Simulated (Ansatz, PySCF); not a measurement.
Reaction 2 R1 + 3 R2 → 4 P1 + P2, each structure at its B3LYP-D3(BJ)/def2-TZVP stationary point, reached from a drawn start (curvature not checked).
P1: H2 (SMILES [H][H]), charge 0, multiplicity 1.
R1, H2O (SMILES O) (charge 0, multiplicity 1):
```csv
atom,x (Å),y (Å),z (Å)
O,0.0000,0.0000,0.3896
H,0.0000,0.7650,-0.1949
H,0.0000,-0.7650,-0.1949
```
R2: SiH4 (SMILES [SiH4]), charge 0, multiplicity 1.
P2: H8O2Si3 (SMILES [SiH3]O[SiH2]O[SiH3]), charge 0, multiplicity 1.

P less R. No zero-point or thermal terms. One arrangement of each flexible species, with no search for the lowest.

Frozen-core correlation throughout.

Run with Ansatz (Gaussian orbitals); PySCF for the D3/D4 terms. All values are computed, each at the level named.

Total energies in hartree:

```
structure  PBE/def2-TZVPP  B3LYP-D3(BJ)/def2-TZVPP  CCSD(T)/cc-pV(T+d)Z
---------  --------------  -----------------------  -------------------
P1              -1.166122                -1.180145            -1.172336
R1             -76.380147               -76.467236           -76.332115
R2            -291.721620              -291.920350          -291.440117
P2           -1023.362144             -1024.096880         -1022.418664
```

Q: Work out the reaction energy at each level in kcal/mol (1 hartree = 627.50947 kcal/mol), and say how far PBE/def2-TZVPP lies from CCSD(T)/cc-pV(T+d)Z.

A: 
- PBE/def2-TZVPP: 4 × (-1.166122) + (-1023.362144) − 2 × (-76.380147) − 3 × (-291.721620) = -0.101478 hartree = -63.68 kcal/mol
- B3LYP-D3(BJ)/def2-TZVPP: 4 × (-1.180145) + (-1024.096880) − 2 × (-76.467236) − 3 × (-291.920350) = -0.121938 hartree = -76.52 kcal/mol
- CCSD(T)/cc-pV(T+d)Z: 4 × (-1.172336) + (-1022.418664) − 2 × (-76.332115) − 3 × (-291.440117) = -0.123427 hartree = -77.45 kcal/mol
PBE/def2-TZVPP less CCSD(T)/cc-pV(T+d)Z: 13.77 kcal/mol. CCSD(T)/cc-pV(T+d)Z is the level counted from, the highest shown, and no exact or measured value.

Ansatz is a quantum-chemistry and plane-wave program.
